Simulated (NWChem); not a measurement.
**What each level costs for CHCl**

```
C
H 1 1.1206
Cl 1 1.6933 2 101.82
```
Charge 0, spin multiplicity 1.

The numbers come from NWChem runs, not from measurements. All single points use one geometry, from PBE0/def2-SVP, a minimum by its harmonic frequencies.

Basis set: def2-TZVP (74 functions). Each entry is one whole single-point run; the coupled-cluster runs use the TCE module, and the SCF and DFT modules converge to different thresholds.

The correlated methods keep 6 core orbitals frozen. B3LYP has NWChem's definition, with VWN1-RPA local correlation. The structure started from a generated list of species.

Question: Roughly how much processor time does each of these take, relative to RHF: MP2, B2PLYP, PBE, B3LYP, BLYP, CR-CCSD(T)?

Answer: B3LYP about the same, within a factor of 3; PBE about the same, within a factor of 3; BLYP about the same, within a factor of 3; MP2 about the same, within a factor of 3; B2PLYP about the same, within a factor of 3; CR-CCSD(T) about 10 (rough ratios from shared machines).
